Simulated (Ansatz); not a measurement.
Compare A (`CC(=O)N[SiH2]Cl`) with its isomer B (`CNC(=O)[SiH2]Cl`).

Calculated with Ansatz (gas phase, PBE0-D4/def2-TZVP geometries, no zero-point term in ΔE). CBS: MP2 limit from def2 TZ/QZ plus the TZ coupled-cluster correction, frozen cores. Functionals use def2-TZVPP. B3LYP here is the variant with VWN-RPA as its local correlation; programs differ in this. One conformer a species, not always the lowest.

Problem. Which isomer does CCSD(T)/CBS put lower? Give the gap. (Best estimate.)

Solution. Ansatz gave: A, by 27.8 kcal/mol.

Problem. Give E(B) − E(A) in kcal/mol with CCSD/def2-TZVPP, r2SCAN-D4, ωB97M-V, B3LYP-D4, MP2/def2-TZVPP, B3LYP, PBE0-D4. (Best estimate.)

Solution. Computed: CCSD/def2-TZVPP 28.7, r2SCAN-D4 26.5, ωB97M-V 28.0, B3LYP-D4 25.4, MP2/def2-TZVPP 28.6, B3LYP 25.2, PBE0-D4 25.8. None reverses the order clearly.

Largest T1 diagnostic: 0.015.

From PBE to PBE0 (25 % exact exchange), in def2-TZVPP and without D4, E(B) − E(A) moves by +2.8 kcal/mol. In def2-TZVPP, CCSD(T) changes the Hartree–Fock value by −3.1 kcal/mol (the triples alone add −0.8 kcal/mol) and MP2 by −2.3 kcal/mol.
